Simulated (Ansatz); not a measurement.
HAu2. Charge 0, multiplicity 4. Geometry PBE-D4/def2-TZVP; atoms count from 1.

```xyz
3

Au    0.928   -0.346    0.579
Au   -0.243    1.239   -1.288
H    -0.685   -0.893    0.709
```

In the def2 sets Au takes a core potential; there is no spin–orbit coupling. At PBE0-D4/def2-TZVP a doublet of charge 0 lies 3.34 eV below the quartet, each at its own geometry. The structure comes from a short search, and lower isomers may exist.

(1) Estimate the Mulliken populations from the PBE0/def2-TZVP orbitals of Ansatz.

(2) Where does the spin sit?

(3) And the Mayer bond orders between bonded heavy atoms (over 0.3)?

## Answers

(1) 
```csv
atom,charge (e),spin (α − β),d electrons
Au1,0.07,1.21,9.54
Au2,0.10,1.24,9.72
H3,-0.17,0.55,–
```
Mulliken values and Mayer orders depend strongly on the basis.

(2) Summed by element: Au 2.45, H 0.55, of 3 unpaired in all. Largest on single atoms: Au2 1.24, Au1 1.21, H3 0.55.

(3) Au1–Au2 0.48 (2.71 Å).
